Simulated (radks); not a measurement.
Question: Radial electron density D(r) = 4 pi r^2 rho(r) of an atom or ion with 7 electrons. Calculated with a radial shooting solver on a logarithmic mesh with Libxc functionals: non-relativistic Kohn-Sham, LDA (Slater exchange, Perdew-Wang correlation), spin-polarised, spherical densities, point nucleus.

```
   r/bohr * D(r) (the largest magnitude, 7.33, reaches the edge; | marks zero)
  0.01709 |   *
  0.02122 |     *
  0.02633 |        *
  0.03268 |            *
  0.04056 |                 *
  0.05034 |                       *
  0.06248 |                              *
  0.07816 |                                       *
  0.09701 |                                              *
   0.1204 |                                                    *
   0.1494 |                                                      *
   0.1855 |                                                   *
   0.2302 |                                            *
   0.2857 |                                  *
   0.3574 |                        *
   0.4435 |                  *
   0.5505 |                 *
   0.6832 |                    *
   0.8479 |                        *
    1.052 |                         *
    1.306 |                     *
    1.634 |               *
    2.028 |         *
    2.517 |    *
    3.124 | *
    3.877 |*
    4.812 *
    5.972 *
```

What is the nuclear charge?

Answer: Z = 7. The innermost maximum, from 1s, lies near 1/Z = 0.143 bohr (found: 0.149), and its height grows with Z. The density is that of neutral nitrogen in [He] 2s2 2p3; the configuration itself is not fixed sharply by these data. D(r) has 2 maxima, at r = 0.149, 0.987 bohr, and minima at 0.504 bohr, inside which lie 2.17 electrons.
